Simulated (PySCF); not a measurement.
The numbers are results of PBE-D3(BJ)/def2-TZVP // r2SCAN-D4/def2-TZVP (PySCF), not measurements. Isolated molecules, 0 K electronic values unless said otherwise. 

Reference species (SMILES): `[GaH3]` (neutral, multiplicity 1).

* **LUMO**: -2.65 eV
* **dipole moment**: 0.00 D
* **HOMO**: -7.35 eV

Changed species: `[SiH3][GaH2]` (whole molecule; the reference has whole molecule).

Question: Predict the effect on the LUMO, dipole moment and HOMO.

Answer: the LUMO falls by 0.29 eV, to -2.94 eV; the dipole moment goes up by 0.12 D, to 0.12 D; the HOMO increases by 0.76 eV, to -6.59 eV.
